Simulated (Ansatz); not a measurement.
Input for Ansatz (a quantum-chemistry and plane-wave program): R-SVWN5/def2-TZVPP on BH2IO2 (SMILES OB(O)I), a point of a torsion scan. Elements past Kr take the def2 small-core potentials; no spin–orbit coupling.

Ansatz 0.2 input:
```yaml
crystal:
  periodic: [false, false, false]
  atoms:
    - {symbol: O, position_ang: [0.16702505, 1.34598259, -0.19866485]}
    - {symbol: B, position_ang: [0.12746453, 0.01947759, -0.12606398]}
    - {symbol: O, position_ang: [-0.49388322, -0.66024481, -1.08188398]}
    - {symbol: I, position_ang: [1.23272940, -1.03105770, 1.42086497]}
    - {symbol: H, position_ang: [0.29305126, 1.88555498, 0.57909689]}
    - {symbol: H, position_ang: [-0.44079335, -1.61408993, -1.12011748]}
basis:
  gaussian:
    orbitals: def2-TZVPP
hamiltonian:
  xc: {name: SVWN5}
scf: {lower_state_search: off}
```

### Question
Predict the final total energy.

### Answer
-472.6752 hartree.
